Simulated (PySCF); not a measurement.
**[Pb(CN)3]−: one run**

[Pb(CN)3]− (singlet). PySCF 2.14.0, RKS CAM-B3LYP, Pb def2-SVP with ECP60, C def2-SVP, N def2-SVP; non-relativistic Hamiltonian with scalar-relativistic core potentials where named; density fitting; no spin-orbit coupling. Purpose: singlet excitations, Tamm-Dancoff CAM-B3LYP.

```python
mol = gto.M(atom='''
Pb     0.35909     1.21921     0.00000
C     -0.41949    -0.20856     1.72420
N     -0.87734    -0.74791     2.65164
C     -0.41949    -0.20856    -1.72420
N     -0.87734    -0.74791    -2.65164
C      2.53172     0.27201    -0.00000
N      3.66593    -0.00069    -0.00000''',
    basis={'Pb': 'def2-SVP', 'C': 'def2-SVP', 'N': 'def2-SVP'},
    ecp={'Pb': 'def2-SVP'},
    charge=-1, spin=0)
mf = dft.RKS(mol, xc='CAMB3LYP')
mf.grids.atom_grid = (50, 194)
mf = mf.density_fit()  # fitting sets: Pb def2-universal-JKFIT, C def2-universal-JKFIT, N def2-universal-JKFIT
mf.conv_tol = 1e-08; mf.max_cycle = 55
mf.kernel(dm0)  # dm0: converged density of the relaxed state
td = mf.TDA(); td.nstates = 8; td.kernel()
```

Run from Python with OMP_NUM_THREADS=2; the lines above give its settings. Where DIIS fails, smearing, a level shift and second-order steps follow.
It took 64 s on 2 threads of Arm Neoverse V1 (shared host), from an already converged density.

(1) Where do the frontier levels lie, over both spins?

(2) What does the SCF print?

(3) What are the Mulliken charges and spins?

(4) Which singlet excitations follow (Tamm-Dancoff, 8 states)?

The geometry was relaxed with B3LYP (Pb def2-SVP with ECP60, C def2-SVP, N def2-SVP).

Answers

(1) HOMO -5.13 eV, LUMO 3.80 eV. 

(2) 
```
init E= -471.110687959091
cycle= 1 E= -471.111802138553  delta_E= -0.00111  |g|= 0.011  |ddm|= 0.131
cycle= 2 E= -471.11184449737  delta_E= -4.24e-05  |g|= 0.00918  |ddm|= 0.038
cycle= 3 E= -471.111857530526  delta_E= -1.3e-05  |g|= 0.00605  |ddm|= 0.0121
cycle= 4 E= -471.111865573093  delta_E= -8.04e-06  |g|= 0.000839  |ddm|= 0.00471
cycle= 5 E= -471.111865831439  delta_E= -2.58e-07  |g|= 7.62e-05  |ddm|= 0.00198
cycle= 6 E= -471.11186583411  delta_E= -2.67e-09  |g|= 3.16e-05  |ddm|= 0.000219
Extra cycle  E= -471.111865834261  delta_E= -1.52e-10  |g|= 3.17e-05  |ddm|= 8.85e-05
converged SCF energy = -471.111865834261
```

(3) 
```tsv
atom	charge (e)	spin (e)
Pb1	0.533	0.000
C2	-0.379	0.000
N3	-0.132	0.000
C4	-0.379	0.000
N5	-0.132	0.000
C6	-0.379	0.000
N7	-0.132	0.000
```

(4) 
```tsv
state	eV	oscillator strength
1	6.01	0.1521
2	6.01	0.1515
3	6.62	0.1402
4	6.84	0.0000
5	7.04	0.0018
6	7.05	0.0018
7	7.19	0.0101
8	7.19	0.0104
```
For an anion in a basis without diffuse functions, states above the detachment energy aren't bound: they are resonances at best, or continuum confined by the basis.
